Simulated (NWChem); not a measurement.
A series in which one site is exchanged, each optimised at B3LYP/6-31G* with NWChem, gas phase unless a solvent is named. Pople sets run with spherical d functions. This build's default masses of Se (78.918 u) and Br (79.917 u) are each other's, which moves their modes by up to 0.6 %. Shieldings are non-relativistic GIAO values without spin-orbit effects.

A: CO[SiH3] (CH6OSi; site = O)
B: [CH3][Mg][SiH3] (CH$_{6}$MgSi; site = Mg)
C: C[Se][SiH3] (CH₆SeSi; site = Se)
D: [SiH3][Be][CH3] (CH₆BeSi; site = Be)

Values for A:

```
Property                                                   Result
---------------------------------------------------------  ------
vertical ionisation energy, ΔSCF, PBE/def2-SVP (eV)         10.01
vertical ionisation energy, ΔSCF, B3LYP/def2-SVP (eV)       10.36
static polarisability, B3LYP/def2-SVPD (bohr³)               45.8
lowest singlet excitation, B3LYP/def2-SVPD, TDA (eV)         6.79
29Si shift against tetramethylsilane, PBE0/pcSseg-1 (ppm)   -30.6
```

Question: How do these values change for the other members?

Answer: 
```csv
change from A,B,C,D
"vertical ionisation energy, ΔSCF, PBE/def2-SVP (eV)",-1.76,-1.41,-0.37
"vertical ionisation energy, ΔSCF, B3LYP/def2-SVP (eV)",-1.93,-1.63,-0.47
"static polarisability, B3LYP/def2-SVPD (bohr³)",+35.5,+26.9,+16.7
"lowest singlet excitation, B3LYP/def2-SVPD, TDA (eV)",-2.29,-2.09,-1.44
"29Si shift against tetramethylsilane, PBE0/pcSseg-1 (ppm)",-122.9,-20.6,-115.3
```
